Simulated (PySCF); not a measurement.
Ga(Me)2 (C₂H₆Ga), SMILES [Ga]([CH3])[CH3], multiplicity 2. Geometry: PBE-D3(BJ)/def2-SVP. The spin state was assumed, not searched. The isomer is the one that the SMILES or the coordinates give; other isomers of the formula were not compared.

Computed equilibrium geometry at PBE-D3(BJ)/def2-SVP (PySCF confirms it by a frequency run) as bond lengths and angles, and its point group:
point group C2v.
Atoms: Ga1 C2 H3 H4 H5 C6 H7 H8 H9. Bond lengths (Å): Ga1–C2 2.017, Ga1–C6 2.017, C2–H3 1.111, C2–H4 1.106, C2–H5 1.111, C6–H7 1.111, C6–H8 1.111, C6–H9 1.106. Bond angles (°): C2–Ga1–C6 117.3, Ga1–C2–H3 108.4, Ga1–C2–H4 113.5, Ga1–C2–H5 108.4, H3–C2–H4 109.2, H3–C2–H5 108.0, H4–C2–H5 109.2, Ga1–C6–H7 108.4, Ga1–C6–H8 108.4, Ga1–C6–H9 113.5, H7–C6–H8 108.0, H7–C6–H9 109.2, H8–C6–H9 109.2.
Charge 0, spin multiplicity 2.
